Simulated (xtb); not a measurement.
C$_{4}$H$_{10}$N (SMILES [CH2]C(C)(C)N), doublet, at a GFN2-xTB geometry; GFN0-xTB (xtb).

xtb was given this input:
```
$ xtb mol.xyz --gfn 0 --uhf 1 --json

# file mol.xyz
15

C      0.67820005    -0.41699441     1.29444918
C      0.02857092    -0.02960167     0.02237235
C     -0.90329571    -1.12664449    -0.49435635
C      1.05588681     0.34741539    -1.04597549
N     -0.80498467     1.17133937     0.27104294
H      0.13254030    -0.98583015     2.02430752
H      1.56583299     0.09255802     1.62075569
H     -1.63236915    -1.39634447     0.26643342
H     -1.43433206    -0.77216324    -1.37336694
H     -0.33024515    -2.01216935    -0.75474050
H      0.54531946     0.71729722    -1.93074925
H      1.72006284     1.12597566    -0.67746316
H      1.65311761    -0.51991661    -1.31316773
H     -1.51135369     0.97099308     0.97128310
H     -0.22985286     1.93517531     0.61046915
```

Write the output that xtb gives for this input, abridged.


```
   ID    Z sym.   atoms
    1    6 C      1-4
    2    7 N      5
    3    1 H      6-15

           -------------------------------------------------
          |                Calculation Setup                |
           -------------------------------------------------

           -------------------------------------------------
          |                 G F N 0 - x T B                 |
           -------------------------------------------------

          ...................................................
          :                      SETUP                      :
          :.................................................:
          :  # basis functions                  40          :
          :  # atomic orbitals                  40          :
          :  # shells                           30          :
          :  # electrons                        31          :
          :  electronic temp.          300.0000000     K    :
          :  accuracy                    1.0000000          :
          :  -> integral cutoff          0.2500000E+02      :
          :  -> integral neglect         0.1000000E-07      :
          ...................................................

         :::::::::::::::::::::::::::::::::::::::::::::::::::::
         ::                     SUMMARY                     ::
         :::::::::::::::::::::::::::::::::::::::::::::::::::::
         :: total energy             -16.891242353468 Eh    ::
         :: gradient norm              0.017068384449 Eh/a0 ::
         :: HOMO-LUMO gap              5.299456861997 eV    ::
         ::.................................................::
         :: H0 energy                -17.035778011760 Eh    ::
         :: repulsion energy           0.251011446499 Eh    ::
         :: electrostat energy        -0.089521503022 Eh    ::
         :: -> Gsolv                   0.000000000000 Eh    ::
         ::    -> Gsasa                0.000000000000 Eh    ::
         ::    -> Gshift               0.000000000000 Eh    ::
         :: dispersion energy         -0.004058672094 Eh    ::
         :: short-range corr.         -0.012895613092 Eh    ::
         :: add. restraining           0.000000000000 Eh    ::
         :: total charge               0.000000000000 e     ::
         :::::::::::::::::::::::::::::::::::::::::::::::::::::

           -------------------------------------------------
          |                Property Printout                |
           -------------------------------------------------

    * Orbital Energies and Occupations

         #    Occupation            Energy/Eh            Energy/eV
      -------------------------------------------------------------
         1        2.0000           -0.6948101             -18.9067
       ...           ...                  ...                  ...
         4        2.0000           -0.6224022             -16.9364
         5        2.0000           -0.5863027             -15.9541
         6        2.0000           -0.5700390             -15.5116
         7        2.0000           -0.5580114             -15.1843
         8        2.0000           -0.5450664             -14.8320
         9        2.0000           -0.5399269             -14.6922
        10        2.0000           -0.5180722             -14.0975
        11        2.0000           -0.5130624             -13.9611
        12        2.0000           -0.5056942             -13.7606
        13        2.0000           -0.4984062             -13.5623
        14        2.0000           -0.4797934             -13.0558
        15        2.0000           -0.4444888             -12.0952
        16        1.0000           -0.3655149              -9.9462 (HOMO)
        17                         -0.1707634              -4.6467 (LUMO)
        18                         -0.1518918              -4.1332
        19                         -0.1431900              -3.8964
        20                         -0.1281075              -3.4860
        21                         -0.1146442              -3.1196
        22                         -0.1054970              -2.8707
        23                         -0.0926172              -2.5202
        24                         -0.0858996              -2.3374
        25                         -0.0627365              -1.7071
        26                         -0.0576067              -1.5676
        27                         -0.0154951              -0.4216
       ...                                ...                  ...
        40                          0.4018238              10.9342
      -------------------------------------------------------------
                  HL-Gap            0.1947515 Eh            5.2995 eV
             Fermi-level            0.0000000 Eh            0.0000 eV

     #   Z          covCN         q      C6AA      α(0)
     1   6 C        2.845    -0.516    46.648    11.158
     2   6 C        3.833     0.615    14.175     5.423
     3   6 C        3.761    -0.437    33.842     8.393
     4   6 C        3.761    -0.437    33.842     8.393
     5   7 N        2.640    -1.147    58.788    11.479
     6   1 H        0.926     0.173     1.246     1.746
     7   1 H        0.926     0.173     1.246     1.746
     8   1 H        0.925     0.135     1.500     1.916
     9   1 H        0.925     0.160     1.324     1.800
    10   1 H        0.925     0.118     1.629     1.996
    11   1 H        0.925     0.160     1.324     1.800
    12   1 H        0.925     0.135     1.500     1.916
    13   1 H        0.925     0.118     1.629     1.996
    14   1 H        0.860     0.375     0.527     1.137
    15   1 H        0.860     0.375     0.527     1.137

 Mol. C6AA /au·bohr⁶  :       1667.582879
 Mol. C8AA /au·bohr⁸  :      37460.429989
 Mol. α(0) /au        :         62.031565

Wiberg/Mayer (AO) data.
largest (>0.10) Wiberg bond orders for each atom

 ---------------------------------------------------------------------------
     #   Z sym  total        # sym  WBO       # sym  WBO       # sym  WBO
 ---------------------------------------------------------------------------
     1   6 C    3.211 --     2 C    1.068     7 H    0.986     6 H    0.986
                             5 N    0.125
     2   6 C    3.951 --     1 C    1.068     4 C    1.000     3 C    1.000
                             5 N    0.914
     3   6 C    3.980 --     2 C    1.000     9 H    0.981    10 H    0.980
                             8 H    0.980
     4   6 C    3.980 --     2 C    1.000    11 H    0.981    13 H    0.980
                            12 H    0.980
     5   7 N    3.017 --    15 H    0.974    14 H    0.974     2 C    0.914
                             1 C    0.125
     6   1 H    0.986 --     1 C    0.986
     7   1 H    0.986 --     1 C    0.986
     8   1 H    0.977 --     3 C    0.980
     9   1 H    0.981 --     3 C    0.981
    10   1 H    0.981 --     3 C    0.980
    11   1 H    0.981 --     4 C    0.981
    12   1 H    0.977 --     4 C    0.980
    13   1 H    0.981 --     4 C    0.980
    14   1 H    0.984 --     5 N    0.974
    15   1 H    0.984 --     5 N    0.974
 ---------------------------------------------------------------------------

Topologies differ in total number of bonds
Writing topology from bond orders to xtbtopo.mol

 dipole moment from electron density (au)
     X       Y       Z
   0.1661  -0.0431   0.4748  total (Debye):    1.283

           -------------------------------------------------
          | TOTAL ENERGY              -16.891242353468 Eh   |
          | GRADIENT NORM               0.017068384449 Eh/α |
          | HOMO-LUMO GAP               5.299456861997 eV   |
           -------------------------------------------------

normal termination of xtb
```
